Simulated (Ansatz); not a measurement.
`N[BH][Al]([Cl])[Cl]` + H₂S → `[SH][Al]([Cl])[Cl]` + `BN`  (cleavage of the Al–B bond)

Computed with Ansatz on PBE0-D4/def2-TZVP structures; ΔE is electronic, products minus reactants. CBS: MP2 limit from def2 TZ/QZ plus the TZ coupled-cluster correction, frozen cores. This one scheme is used for every species. DFT in def2-TZVPP. One conformer a species, not always the lowest.

| species | r2SCANh-D4 energy (Eh) |
| --- | --- |
| `N[BH][Al]([Cl])[Cl]` | -1244.34319 |
| H₂S | -399.37252 |
| `[SH][Al]([Cl])[Cl]` | -1561.75025 |
| `BN` | -82.01454 |

Question: Work out ΔE.

Answer: ΔE = (-1561.75025) + (-82.01454) − (-1244.34319) − (-399.37252) = -0.04908 Eh = -1.34 eV. CCSD(T)/CBS gives -1.30 eV.

Largest T1 diagnostic among the species: 0.012.

Leaving LDA and LC-ωPBE aside and taking each functional with its dispersion term where it has one, the values, not all of them listed here, spread over 0.16 eV, from r2SCAN0-D4 to PBE-D4. At CCSD(T), def2-SVP lies +0.08 eV from the extrapolated value and def2-TZVPP +0.03 eV. From PBE to PBE0 (25 % exact exchange), in def2-TZVPP and without D4, ΔE moves by −0.06 eV.
